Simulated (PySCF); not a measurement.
C9H12O.
InChI=1S/C9H12O/c1-2-8-10-9-6-4-3-5-7-9/h3-7H,2,8H2,1H3

Torsions of this conformer, `[CH3:1][CH2:2][CH2:3][O:4][c:5]1[cH:6][cH:7][cH:8][cH:9][cH:10]1`: C1–C2–C3–O4 180°, C2–C3–O4–C5 -179°, C3–O4–C5–C6 179°.

The closed-shell ground state was solved at several levels (PySCF, density fitting, gas phase, non-relativistic). One conformer (not necessarily the lowest) at the PBE0-D3(BJ)/def2-SVP geometry, without solvent, vibrations or thermal averaging.

```json
{"level": "PBE/pcSseg-1", "basis functions": "230", "total energy (Eh)": "-424.8078", "HOMO (eV)": "-5.33", "LUMO (eV)": "-1.04", "gap (eV)": "4.29", "dipole (D)": "1.52"}
{"level": "PBE0/def2-SVPD", "basis functions": "299", "total energy (Eh)": "-424.6161", "HOMO (eV)": "-6.40", "LUMO (eV)": "-0.21", "gap (eV)": "6.19", "dipole (D)": "1.41"}
```

(1) What might PBE0/pcSseg-1 (230 basis functions) give for the same quantities?

(2) Over all these levels, which gives the widest orbital gap and which the narrowest?

(3) How far do the dipole and the HOMO energy spread over the levels?

Results:

(1) Total energy -424.8462 Eh, HOMO -6.38 eV, LUMO -0.16 eV, gap 6.22 eV, dipole 1.47 D.

(2) PBE0/pcSseg-1 (global hybrid, 25 % exact exchange) has the widest, 6.22 eV, and PBE/pcSseg-1 (GGA) the narrowest, 4.29 eV. The two share the basis. From the narrowest to the widest the HOMO moves by -1.05 eV and the LUMO by +0.88 eV.

(3) The dipole runs from 1.41 to 1.52 D (mean 1.47 D) and the HOMO from -6.40 to -5.33 eV.
